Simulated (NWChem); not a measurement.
All runs are NWChem calculations. System: H$_{3}$ClSi, charge 1, spin multiplicity 2, at the geometry of a parent with another charge or spin, in a state set for the comparison that need not be this species' ground state. Its SCF solution wasn't tested for a lower state. Level: ROCCSD(T)/aug-pcseg-1, 10 core orbitals frozen.

The NWChem input:

```
start mol
memory heap 100 mb stack 700 mb global 1900 mb
charge 1
geometry units angstroms nocenter noautoz
  Si     0.996791     0.027919     0.000000
  Cl    -1.083239    -0.030341     0.000000
  H      1.466817     0.750666     1.228539
  H      1.466817     0.750666    -1.228539
  H      1.526354    -1.376398     0.000000
  symmetry group Cs
end
basis spherical
  * library aug-pcseg-1
end
scf
  rohf
  nopen 1
  maxiter 100
  thresh 1e-7
  semidirect memsize 60000000 filesize 0
  # guess.movecs holds the orbitals of an unrestricted PBE0 run
  vectors input guess.movecs swap 16 17 output mol.movecs
end
tce
  freeze core 10
  ccsd(t)
  2eorb
  2emet 13
  thresh 1e-6
  maxiter 100
  tilesize 24
end
task tce energy
```

Output (cleaned and shortened):

```
             Northwest Computational Chemistry Package (NWChem) 7.3.0
             --------------------------------------------------------

                                NWChem Input Module
                                -------------------

 Scaling coordinates for geometry "geometry" by  1.889725989
 (inverse scale =  0.529177249)

 Turning off AUTOSYM since
 SYMMETRY directive was detected!

                             Geometry "geometry" -> ""
                             -------------------------

 Output coordinates in angstroms (scale by  1.889725989 to convert to a.u.)

  No.       Tag          Charge          X              Y              Z
 ---- ---------------- ---------- -------------- -------------- --------------
    1 Si                  14.0000     0.99679100     0.02791900     0.00000000
    2 Cl                  17.0000    -1.08323900    -0.03034100     0.00000000
    3 H                    1.0000     1.46681700     0.75066600     1.22853900
    4 H                    1.0000     1.46681700     0.75066600    -1.22853900
    5 H                    1.0000     1.52635400    -1.37639800     0.00000000

 Effective nuclear repulsion energy (a.u.)      85.1711654497

            Nuclear Dipole moment (a.u.)
            ----------------------------
        X                 Y               Z
 ---------------- ---------------- ----------------
    -0.0000018897     0.0000056692     0.0000000000

      Symmetry information
      --------------------

 Group name             Cs
 Group number              2
 Group order               2
 No. of unique centers     4

      Symmetry unique atoms

     1    2    3    5


 Summary of "ao basis" -> "" (spherical)
 ------------------------------------------------------------------------------
       Tag                 Description            Shells   Functions and Types
 ---------------- ------------------------------  ------  ---------------------
 *                        aug-pcseg-1                 on all atoms

 Summary of "ao basis" -> "ao basis" (spherical)
 ------------------------------------------------------------------------------
       Tag                 Description            Shells   Functions and Types
 ---------------- ------------------------------  ------  ---------------------
 Si                       aug-pcseg-1               11       27   5s4p2d
 Cl                       aug-pcseg-1               11       27   5s4p2d
 H                        aug-pcseg-1                5        9   3s2p

                                 NWChem SCF Module
                                 -----------------

  ao basis        = "ao basis"
  functions       =    81
  atoms           =     5
  closed shells   =    16
  open shells     =     1
  charge          =   1.00
  wavefunction    = ROHF
  use symmetry    = T
  symmetry adapt  = T

 Summary of "ao basis" -> "ao basis" (spherical)
 ------------------------------------------------------------------------------
       Tag                 Description            Shells   Functions and Types
 ---------------- ------------------------------  ------  ---------------------
 Si                       aug-pcseg-1               11       27   5s4p2d
 Cl                       aug-pcseg-1               11       27   5s4p2d
 H                        aug-pcseg-1                5        9   3s2p

      Symmetry analysis of basis
      --------------------------

        a'         54
        a"         27

 Forming initial guess at       0.0s

[...]
       ------------------------------------------------

     L   x y z        total         open         nuclear
     -   - - -        -----         ----         -------
     0   0 0 0      1.000000     -1.000000     34.000000

     1   1 0 0     -0.124284      1.740922     -0.000002
     1   0 1 0      0.044986      0.000944      0.000006
     1   0 0 1      0.000000      0.000000      0.000000

     2   2 0 0    -12.340356     -4.959727    144.596206
     2   1 1 0      0.395138     -0.299255      3.748374
     2   1 0 1     -0.000000     -0.000000      0.000000
     2   0 2 0    -18.336016     -0.799985     10.884721
     2   0 1 1     -0.000000     -0.000000      0.000000
     2   0 0 2    -16.771805     -2.307099     10.779672

                   NWChem Extensible Many-Electron Theory Module
                   ---------------------------------------------


            General Information
            -------------------
      Number of processors :     1
         Wavefunction type : Restricted open-shell Hartree-Fock
          No. of electrons :    33
           Alpha electrons :    17
            Beta electrons :    16
           No. of orbitals :   162
            Alpha orbitals :    81
             Beta orbitals :    81
        Alpha frozen cores :    10
         Beta frozen cores :    10
     Alpha frozen virtuals :     0
      Beta frozen virtuals :     0
         Spin multiplicity : doublet
    Number of AO functions :    81
       Number of AO shells :    37
        Use of symmetry is : on
      Symmetry adaption is : on
         Schwarz screening : 0.10D-09

          Correlation Information
          -----------------------
          Calculation type : Coupled-cluster singles & doubles w/ perturbation
   Perturbative correction : (T)
            Max iterations :      100
        Residual threshold : 0.10D-05
     T(0) DIIS level shift : 0.00D+00
     L(0) DIIS level shift : 0.00D+00
     T(1) DIIS level shift : 0.00D+00
     L(1) DIIS level shift : 0.00D+00
     T(R) DIIS level shift : 0.00D+00
     T(I) DIIS level shift : 0.00D+00
   CC-T/L Amplitude update :  5-th order DIIS
                I/O scheme : Global Array Library
        L-threshold :  0.10D-05
        EOM-threshold :  0.10D-05
 no EOMCCSD initial starts read in
 TCE RESTART OPTIONS
 SLICE:      F
 D4D5:       F
 quantumc:   F
 qrotation:  F
 pwtce:      F
 qducc:      F
 nacto:                         0
 nrotv:                         0
 nrot:                          0

            Memory Information
            ------------------
          Available GA space size is     249023678 doubles
          Available MA space size is     104853868 doubles

 Maximum block size supplied by input
 Maximum block size        24 doubles

 tile_dim =     23

 -------------------------------------------------
   1    alpha     a'     5 doubles       0       1
   2    alpha     a"     1 doubles       5       2
   3    alpha     a"     1 doubles       6       3
   4    beta      a'     5 doubles       7       4
   5    beta      a"     1 doubles      12       5
   6    alpha     a'    20 doubles      13       6
   7    alpha     a'    21 doubles      33       7
   8    alpha     a"    23 doubles      54       8
   9    beta      a'    20 doubles      77       9
  10    beta      a'    21 doubles      97      10
  11    beta      a"     1 doubles     118      11
  12    beta      a"    23 doubles     119      12

 Global array virtual files algorithm will be used

 Parallel file system coherency ......... OK

 4-electron integrals stored in orbital form

 v2    file size   =          3448270
 4-index algorithm nr.  13 is used
 imaxsize =       30
 imaxsize ichop =        0


CCSD iterations
 ---------------------------------------------------------
 Iter          Residuum       Correlation     Cpu    Wall
 ---------------------------------------------------------
    1   0.1398725188231  -0.2207451634553     0.3     0.3
    2   0.0707304661297  -0.2486546129141     0.3     0.3
    3   0.1251903427077  -0.2514524840203     0.3     0.3
    4   0.1765429052629  -0.2587387775212     0.3     0.3
    5   0.2926669422256  -0.2509029428153     0.3     0.3
    6   0.0072180262349  -0.2568282021821     0.3     0.3
    7   0.0086425304343  -0.2571777472593     0.3     0.3
    8   0.0025049352703  -0.2575308970446     0.3     0.3
    9   0.0098899827371  -0.2575312890529     0.3     0.3
   10   0.0082076442417  -0.2579629020034     0.3     0.3
   11   0.0003038222511  -0.2582206919262     0.3     0.3
   12   0.0001665596006  -0.2582257491625     0.3     0.3
   13   0.0000945643151  -0.2582281986713     0.3     0.3
   14   0.0001810288986  -0.2582239568840     0.3     0.3
   15   0.0002239731542  -0.2582310110277     0.3     0.3
   16   0.0000134547684  -0.2582266605973     0.3     0.3
   17   0.0000326541943  -0.2582272105134     0.3     0.3
   18   0.0000219736933  -0.2582286266796     0.3     0.3
   19   0.0000555548691  -0.2582277404918     0.3     0.3
   20   0.0000711890795  -0.2582301578258     0.3     0.3
   21   0.0000012375832  -0.2582297972764     0.3     0.3
   22   0.0000010448386  -0.2582298220595     0.3     0.3
   23   0.0000023018645  -0.2582298479963     0.3     0.3
   24   0.0000108639457  -0.2582298248971     0.3     0.3
   25   0.0000519062181  -0.2582298791142     0.3     0.3
   26   0.0000001632908  -0.2582298508426     0.3     0.3
 -----------------------------------------------------------------
 Iterations converged
 CCSD correlation energy / hartree =        -0.258229850842628
 CCSD total energy / hartree       =      -750.021044310201773

 Singles contributions
    17a"  (beta ) ---    15a"  (beta )        0.2475869675

 Doubles contributions
 CCSD(T)
 Using plain CCSD(T) code
             total no. of tasks          366
 total no. of tasks / no. procs          366
                         wl_min            1           1.0
                         wl_max      1388625          10.6
        thresh for no. of tasks          366

 CCSD[T]  correction energy / hartree =        -0.008073292467965
 CCSD[T] correlation energy / hartree =        -0.266303143310593
 CCSD[T] total energy / hartree       =      -750.029117602669771
 CCSD(T)  correction energy / hartree =        -0.007059966087538
 CCSD(T) correlation energy / hartree =        -0.265289816930166
 CCSD(T) total energy / hartree       =      -750.028104276289355

 Task  times  cpu:       19.0s     wall:       19.0s

 Total times  cpu:       19.0s     wall:       19.0s
```
